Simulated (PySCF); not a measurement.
## Correlation energy of Ar⁺ (argon, charge +1)

[Ne] 3s2 3p5, 2P determinant. All numbers are calculated (PySCF 2.14, scalar relativity by spin-free X2C-1e, in x2c-QZVPPall with one added diffuse shell each of s, p, d, f type (10s7p5d3f1g, 86 functions)). Frozen: [Ne]; 7 electrons correlated.

MP2 pair energies summed by pair of shells (mhartree):

```tsv
pair	energy	share (%)
3p-3p	-114.81	62.0
3s-3p	-60.02	32.4
3s-3s	-10.29	5.6
```

Total MP2 correlation energy: -185.11 mhartree.

Same-spin part -40.39 and opposite-spin part -144.72 mhartree; SCS-MP2 scales them by 1/3 and 6/5 to -187.13 mhartree.
